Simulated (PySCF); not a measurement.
Simulated outer-valence photoelectron spectrum of `N#[C][GeH2][SiH3]`. Level of theory: EOM-IP-CCSD/aug-cc-pVDZ in PySCF, restricted Hartree–Fock reference, frozen core, non-relativistic, gas phase, PBE0-D3(BJ)/def2-SVP geometry.

Each root has a Gaussian of 0.3 eV full width with its one-hole share as area; cross sections and vibrations are left out, and the highest printed point is 100.

| ionisation energy (eV) | intensity |
| --- | --- |
| 10.5 | 0 |
| 10.6 | 2 |
| 10.7 | 9 |
| 10.8 | 28 |
| 10.9 | 48 |
| 11.0 | 44 |
| 11.1 | 22 |
| 11.2 | 6 |
| 11.3 | 1 |
| 11.4 | 0 |
| 11.5 | 0 |
| 11.6 | 0 |
| 11.7 | 0 |
| 11.8 | 1 |
| 11.9 | 7 |
| 12.0 | 25 |
| 12.1 | 48 |
| 12.2 | 59 |
| 12.3 | 60 |
| 12.4 | 56 |
| 12.5 | 40 |
| 12.6 | 28 |
| 12.7 | 48 |
| 12.8 | 88 |
| 12.9 | 100 |
| 13.0 | 80 |
| 13.1 | 64 |
| 13.2 | 48 |
| 13.3 | 26 |
| 13.4 | 17 |
| 13.5 | 31 |
| 13.6 | 48 |
| 13.7 | 42 |
| 13.8 | 20 |
| 13.9 | 5 |
| 14.0 | 1 |
| 14.1 | 0 |
| 14.2 | 0 |
| 14.3 | 0 |
| 14.4 | 0 |
| 14.5 | 0 |
| 14.6 | 3 |
| 14.7 | 13 |
| 14.8 | 34 |
| 14.9 | 47 |
| 15.0 | 36 |
| 15.1 | 15 |
| 15.2 | 3 |
| 15.3 | 0 |

Problem. Where are the maxima, and how many lines lie under the curve?

Solution. 5 maxima, at 10.9, 12.2, 12.9, 13.6 and 14.9 eV, from 8 lines. At this width some lines have no maximum of their own.

Problem. List the lines with their holes.

Solution. 
```
E (eV)  leading hole (HF orbital)  area  Koopmans (eV)
 10.94                       HOMO  0.96          11.40
 12.15                     HOMO-1  0.95          12.54
 12.40                     HOMO-6  0.93          14.61
 12.84                     HOMO-2  0.94          13.21
 12.89                     HOMO-3  0.94          13.56
 13.15                     HOMO-4  0.94          13.72
 13.63                     HOMO-5  0.94          14.34
 14.91                     HOMO-7  0.91          16.73
```

The widest gap, 1.28 eV, lies between 13.63 and 14.91 eV. Only orbitals with −ε under 21 eV, eight at most, were ionised, so the high end of the curve may lack lines.
